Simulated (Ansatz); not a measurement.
Cost and result for the atomization energy of AlH6NSiTe (`[SiH3][NH][AlH][TeH]`) (10 atoms, 9 bonds).

Z-matrix (Å, degrees):
```
Si
N 1 1.726
H 1 1.489 2 111.8
H 1 1.485 2 108.1 3 119.7
H 1 1.489 2 112.0 3 -120.5
Al 2 1.781 1 133.8 3 -120.6
H 2 1.014 1 113.3 3 59.5
Te 6 2.527 2 123.0 1 -0.2
H 6 1.579 2 118.4 1 179.9
H 8 1.656 6 91.8 2 -0.0
```

Total charge 0; spin multiplicity 1. Correlated methods include outer-core shells of Te, which these sets cover unevenly. Te: def2 effective core potential. The geometry is a stationary point of PBE0-D4/def2-TZVP. It is one conformer, not always the lowest. Program: Ansatz. All runs use 4 threads of an Intel Xeon Platinum 8488C on a shared host. Times are those of one run each, without the atoms' runs, and a repeat can differ threefold. Electronic energies, without spin–orbit coupling; frozen cores. CCSD(T)/CBS adds CCSD(T) − MP2 in def2-TZVPP to the MP2 limit, and its time is that of the two runs behind it. T1 = 0.011. With those shells the extrapolation isn't a true limit. B3LYP takes the VWN-RPA correlation (the form of Gaussian; ORCA's B3LYP/G).

CCSD(T)/CBS is a level of theory with its own doubt, some kJ/mol a heavy atom from the limit and from the frozen cores, so smaller differences don't rank the functionals.

```
                             level  functions  wall time  atomization (kJ/mol)  difference from CCSD(T)/CBS  per bond
   PBE-D4/def2-TZVPP (with forces)        249      2.1 s                2925.9                        -37.7      -4.2
                PBE0-D4/def2-TZVPP        249      2.2 s                2898.2                        -65.4      -7.3
r2SCAN-D4/def2-TZVPP (with forces)        249      3.1 s                2928.2                        -35.4      -3.9
 B3LYP-D4/def2-TZVPP (with forces)        249      3.5 s                2940.1                        -23.5      -2.6
                ωB97X-V/def2-TZVPP        249      5.5 s                2964.2                          0.6       0.1
                 B2PLYP/def2-TZVPP        249        6 s                2896.0                        -67.6      -7.5
  ωB97M-V/def2-TZVPP (with forces)        249      7.5 s                2937.8                        -25.8      -2.9
                    MP2/def2-QZVPP        459       15 s                2926.7                        -36.9      -4.1
                CCSD(T)/def2-TZVPP        249      110 s                2861.6                       -102.0     -11.3
                 CCSD(T)/CBS(def2)          –      2 min                2963.6                          0.0       0.0
```

From PBE to PBE0 (25 % exact exchange), in def2-TZVPP and without D4, the atomization energy moves by −24.3 kJ/mol: exact exchange takes away binding that semilocal exchange gives to molecules. The D4 term adds +41.3 kJ/mol with B3LYP and +22.0 kJ/mol with PBE0; it sums over pairs of atoms, weighted by their polarisabilities, and B3LYP, whose exchange is more repulsive, gets the larger term. In def2-TZVPP, CCSD(T) changes the Hartree–Fock value by +751.0 kJ/mol (the triples alone add +40.3 kJ/mol) and MP2 by +755.0 kJ/mol; breaking electron pairs costs correlation energy, which Hartree–Fock lacks.

Spin–orbit coupling would lower the free Te atoms strongly, and the atomization energy with them, by more than many differences here.
